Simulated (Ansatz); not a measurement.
Mulliken charges of C3H5AlS, SMILES `CSC#[C][AlH2]` from PBE/def2-TZVPP in Ansatz (PBE0-D4/def2-TZVP geometry).

| atom | x (Å) | y (Å) | z (Å) | charge (e) |
| --- | --- | --- | --- | --- |
| C1 | -1.803 | -1.646 | -0.019 | -0.273 |
| S2 | -0.184 | -1.850 | -0.798 | -0.001 |
| C3 | 0.545 | -0.405 | -0.416 | -0.107 |
| C4 | 1.126 | 0.641 | -0.162 | -0.190 |
| Al5 | 2.019 | 2.260 | 0.233 | 0.436 |
| H6 | -2.327 | -0.797 | -0.453 | 0.130 |
| H7 | -1.692 | -1.520 | 1.057 | 0.130 |
| H8 | -2.354 | -2.564 | -0.226 | 0.120 |
| H9 | 1.256 | 3.360 | 1.077 | -0.122 |
| H10 | 3.496 | 2.469 | -0.289 | -0.121 |

Q: By hand: the dipole of these point charges (1 e Å = 4.8032 D).

A: Σ q r = (-0.281, 0.041, 0.138) e Å, of length 0.316 e Å = 1.52 D.

Q: How does the dipole of the full density compare? (An estimate is asked.)

A: The calculation gave: (-0.444, -0.221, 0.082) e Å, 2.41 D; the point charges give 0.63 times that, at 37° from its direction.

Point charges leave out the atoms' own dipoles, such as those of lone pairs, and Mulliken's split depends on the basis, so the two needn't agree.
